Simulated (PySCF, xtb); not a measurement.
C5H4F2, SMILES C=C=C(F)/C=C\F. The values are those of a single conformer.

Harmonic wavenumbers (cm⁻¹) from GFN2-xTB in xtb at its own minimum, in rising order: 65, 108, 196, 229, 329, 331, 537, 538, 593, 687, 771, 807, 863, 880, 950, 1027, 1118, 1197, 1291, 1318, 1430, 1680, 2056, 3065, 3070, 3093, 3114.

### Question
What does PBE-D3(BJ)/def2-SVP run with PySCF give at its own minimum? (Estimate from the structure and the level; the computed values follow.)

### Answer
45, 115, 203, 210, 353, 357, 568, 587, 604, 712, 735, 808, 868, 870, 955, 1035, 1153, 1228, 1273, 1371, 1426, 1683, 2009, 3025, 3103, 3127, 3146. Paired by order, the mean absolute difference is 23 cm⁻¹ and the zero-point energies are 44.8 and 45.1 kcal/mol.
